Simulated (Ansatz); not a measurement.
The same path of AsH5OSi (8 atoms, charge 0, multiplicity 1) was run twice with different band settings. Lost on the way: O1–H4. Made: As2–H4.

All numbers below come from RKS PBE/def2-SVP (Ansatz).

Relaxed end points:

```xyz
8
Properties=species:S:1:pos:R:3
O -1.220 0.353 -1.497
As -0.512 1.259 -0.051
Si 0.609 -0.682 0.810
H -2.161 0.612 -1.520
H 0.781 1.734 -0.760
H 1.628 -0.263 1.839
H 1.288 -1.447 -0.291
H -0.413 -1.566 1.471
```

```xyz
8
Properties=species:S:1:pos:R:3
O -1.169 -0.029 -2.147
As -0.560 0.697 -0.793
Si 0.551 -0.772 0.752
H -1.575 1.468 0.086
H 0.462 1.837 -1.028
H 1.091 0.018 1.913
H 1.662 -1.442 0.000
H -0.462 -1.776 1.217
```

Common settings: movable images 7; climbing image yes; spring 5.0 eV/Å²; start path through a guess of the saddle point; force threshold 0.05 eV/Å; iteration limit 60; end points relaxed.

| run | optimiser | largest step |
| --- | --- | --- |
| 1 | quadratic models (default) | default |
| 2 | fire | 0.02 Å |

(1) What does each run give, and how far can it be trusted?

Answers

(1) Run 1: converged after 11 iterations, highest image 3.150 eV above the first end. Neighbouring images differ by up to 1.5 eV, so the band resolves the path poorly. A vibrational analysis at the climbing image gives one clearly imaginary mode, 1267i cm⁻¹: a first-order saddle point.
Run 2: converged after 41 iterations, highest image 3.160 eV above the first end. Neighbouring images differ by up to 1.6 eV, so the band resolves the path poorly. The order of the stationary point at the top wasn't checked.
The orbitals stay closed-shell, which can raise the energy where a bond breaks towards radicals; this wasn't checked here.
